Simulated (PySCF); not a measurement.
Values are calculated unless marked as measured or tabulated.
# Si3H8N2F

Si3H8N2F is a small molecule (built as: Si site whose three back bonds go to F, H, N(SiH3)2; end group NH), neutral, doublet. The structure, one conformer, was relaxed in the gas phase by PBE0-D3(BJ)/def2-SVP. No frequency run checks that it is a minimum.

SMILES: [NH][SiH](F)N([SiH3])[SiH3]

Coordinates in Å:
```
Si1     1.370   -0.019    0.798
F2      1.594   -1.481    1.462
N3     -0.211   -0.046    0.095
Si4    -1.153    1.419   -0.121
Si5    -0.878   -1.593   -0.448
N6      2.542    0.114   -0.489
H7      1.495    0.992    1.880
H8     -2.492    1.291    0.528
H9     -0.394    2.539    0.513
H10    -1.357    1.728   -1.568
H11     0.173   -2.406   -1.120
H12    -1.460   -2.367    0.687
H13    -1.968   -1.265   -1.416
H14     2.733    1.079   -0.786
```

EPR values by unrestricted B3LYP, IGLO-III on F N Si, pcH-1 on H.

Problem. Predict g and the largest hyperfine couplings. Where does the spin sit?

Solution. g = 2.0024, 2.0036, 2.0093. The spin sits on N6 (98 %, bonded to 1 Si + 1 H) by Mulliken populations.
```
atom  isotope  isotropic (MHz)  dipolar, principal values (MHz)
  N6      14N             26.0               -40.8, -40.2, 81.0
 H14       1H            -56.3                -50.3, -8.1, 58.4
 Si1     29Si             38.5                   -1.0, 0.5, 0.5
  N3      14N              9.9                  -3.4, -3.3, 6.6
  F2      19F             -4.9                -11.6, -8.0, 19.6
  H7       1H              9.4                  -3.8, -2.5, 6.3
```

Problem. How do the isotropic couplings move with BHandHLYP?

Solution. N6 26.0 to 35.0 MHz, H14 -56.3 to -65.5 MHz, Si1 38.5 to 44.8 MHz, N3 9.9 to 9.6 MHz.

The 2 runs behind this took 3.8 min in all, one thread each of Arm Neoverse V1 on a shared host, launched as `OMP_NUM_THREADS=1 python cluster_run.py task.json out`.
